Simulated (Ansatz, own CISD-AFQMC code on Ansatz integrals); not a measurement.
C3H2, SMILES `[C]1C=C1` (charge 0, multiplicity 1).

Z-matrix (Å, degrees):
```
C
C 1 1.3194
H 2 1.0794 1 150.12
H 1 1.0794 2 150.12 3 0.00
C 1 1.4116 4 147.74 2 180.00
```
Charge 0, multiplicity 1.

Frozen-core correlation energies in cc-pVDZ at a geometry from PBE0-D3(BJ)/def2-TZVP, on an HF energy of -114.63176 Ha (<S^2> = 0.00). Wave-function levels are from Ansatz, the walk from an own CISD-AFQMC code on Ansatz integrals (time step 0.005/Ha, trial state from CCSD amplitudes, largest double 0.08).

| level | correlation energy (mHa) |
|---|---|
| MP2 | -351.7 |
| CCSD | -376.9 |
| CCSD(T) | -392.8 |
| CCSDT(Q) | -394.4 |

### Question
What correlation energy does phaseless AFQMC give, and where does it lie among these levels?

### Answer
-393.5 ± 0.4 mHa (one standard error). AFQMC minus each level: MP2 -41.7 mHa, CCSD -16.6 mHa, CCSD(T) -0.7 mHa, CCSDT(Q) +1.0 mHa.
